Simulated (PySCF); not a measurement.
C3H4BrF, SMILES C/C=C(\F)Br. Atoms are numbered in the order given.

```xyz
9

C      0.3914     2.9302     0.0000
C      0.7100     1.4653     0.0000
C     -0.2137     0.5046     0.0000
F     -1.5222     0.7543     0.0000
Br     0.1618    -1.3514     0.0000
H      0.8241     3.4251     0.8860
H     -0.6925     3.1081     0.0000
H      0.8241     3.4251    -0.8860
H      1.7553     1.1501     0.0000
```
Charge 0, spin multiplicity 1.

Geometry: B3LYP-D3(BJ)/def2-SVP.

These are PBE0/def2-TZVP (PySCF) values and carry that method's errors.

Symmetry labels are those of the subgroup Cs that the program uses (full group Cs).

Problem. List the valence orbital energies around the gap with their symmetry. (The exact figures need the calculation; the answer reports its results.)

Solution. 
```tsv
orbital	symmetry	energy (eV)
HOMO−7	A'	-13.77
HOMO−6	A'	-12.04
HOMO−5	A"	-11.88
HOMO−4	A'	-10.81
HOMO−3	A'	-10.69
HOMO−2	A"	-9.41
HOMO−1	A'	-8.68
HOMO	A"	-7.14
LUMO	A'	-0.03
LUMO+1	A"	0.12
LUMO+2	A'	1.27
LUMO+3	A'	2.39
```
